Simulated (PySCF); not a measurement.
**Working out the excitation energy of Ca**

Ca [Ar] 4s2 (1S) → Ca [Ar] 3d2 (3F). Calculation: PySCF 2.14, in x2c-TZVPPall with one added diffuse shell each of s, p, d type (7s6p4d, 45 functions); the spin-free X2C one-electron Hamiltonian (Gaussian nucleus). Frozen: [Ne]. Energies in hartree (1 hartree = 27.21139 eV):

| part | Ca (lower) | Ca (upper) |
| --- | --- | --- |
| UHF | -679.620222 | -679.411800 |
| CCSD correlation | -0.222381 | -0.192886 |
| (T) | -0.004546 | -0.004085 |

Q: What does Hartree-Fock give?

A: (-679.411800) − (-679.620222) = 0.208422 hartree = 5.671 eV.

Q: What do CCSD and CCSD(T) give?

A: The CCSD correlation energies differ by 0.029495 hartree = 0.803 eV and the triples by 0.000461 hartree = 0.013 eV, so CCSD gives 6.474 eV and CCSD(T) 6.487 eV.

The upper state lies above the first ionisation limit, where it may autoionise and the basis confines it.
